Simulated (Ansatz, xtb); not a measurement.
**Relative energy of two structures of H4OSn2**

Structure I: `[OH][Sn][SnH3]`, a singlet. Structure II: a singlet given by its coordinates. Both are isolated molecules in the gas phase, relaxed with PBE0-D3(BJ)/def2-SVP; the shapes shown needn't be the lowest conformers.

I (Å):

```xyz
7

O    -3.4310    1.5889   -2.4659
Sn   -3.2458   -0.1004   -1.4106
Sn   -0.3778    0.2577   -1.0469
H    -2.6152    2.0866   -2.6009
H     0.1212    0.3955    0.5978
H     0.1436    1.7140   -1.8220
H     0.5897   -1.0035   -1.7149
```

II (Å):

```xyz
7

O    -0.7358    2.2065    1.0504
Sn    0.6791   -1.4498    0.0034
Sn   -0.5615    1.3572   -0.7525
H     1.1701    0.3798   -0.2571
H    -0.9895   -0.5170   -0.0431
H    -0.4498    1.7002    1.8191
H     0.5200   -1.4902   -1.7731
```

Close contacts (Å): O1–Sn3 2.00, Sn2–Sn3 3.16, O1–H6 0.96, Sn2–H4 1.91, Sn2–H5 1.91, Sn2–H7 1.78, Sn3–H4 2.05, Sn3–H5 2.05.

Task: Estimate E(II) − E(I) at the level CCSD(T)/def2-TZVP.

Result: Too close to call at this level: CCSD(T)/def2-TZVP gives E(II) − E(I) = +2.92 kJ/mol.

How the difference moves with the method:

| level | geometry | E(II) − E(I) (kJ/mol) | departure from the last row (kJ/mol) | job, with rough time for the two |
| --- | --- | --- | --- | --- |
| PBE0-D3(BJ)/def2-SVP | PBE0-D3(BJ)/def2-SVP | −0.72 | −3.64 | optimisation, 68 s |
| HF/def2-TZVP | PBE0-D3(BJ)/def2-SVP | +20.32 | +17.41 | part of the CCSD(T) run |
| MP2/def2-TZVP | PBE0-D3(BJ)/def2-SVP | −1.42 | −4.34 | part of the CCSD(T) run |
| CCSD(T)/def2-TZVP | PBE0-D3(BJ)/def2-SVP | +2.92 |  | single point, 1.9 min |

The largest departure from CCSD(T)/def2-TZVP is that of HF/def2-TZVP, 17.41 kJ/mol. Levels run at GFN2-xTB geometries aren't shown.

With harmonic frequencies from PBE0-D3(BJ)/def2-SVP (ideal gas, rigid rotor, one conformer each, 298.15 K, 1 atm): on the last row, ΔE + ΔZPE = +1.72 kJ/mol. A mode under 50 cm⁻¹ makes harmonic enthalpies and free energies unreliable, so none is given.

The correlated steps freeze 9 core orbitals; the filled d shell of Sn is correlated, in a basis made for valence electrons. Atoms past krypton carry core potentials in the def2 sets and no spin–orbit term is included. Programs: Ansatz 0.2.0; the last row on 2 threads of Arm Neoverse V2 on a shared host.
